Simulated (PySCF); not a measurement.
IrO₂, SMILES [O]=[Ir]=[O] (connectivity only; charge and spin as stated), neutral, multiplicity 2.

Coordinates come from a r2SCAN-D4/def2-TZVP optimisation. The geometry has at least one imaginary mode, so it is a saddle point at that level. The spin state was assumed, not searched. The def2 effective core potentials stand for the cores of Ir; spin–orbit coupling is left out.

Method: PySCF with PBE/def2-TZVPD.

Computed frontier levels, dipole moment and polarisability:
```json
{
  "α spin, highest occupied and lowest empty level": "-7.29 and -4.66 eV",
  "β spin, highest occupied and lowest empty level": "-7.27 and -6.46 eV",
  "dipole_moment": "0.00 D",
  "mean_static_polarisability": "41.6 bohr³ (6.17 Å³)",
  "polarisability_principal_values": "31.6, 31.6, 61.7 bohr³",
  "⟨S²⟩": "0.752 (pure state 0.75)"
}
```
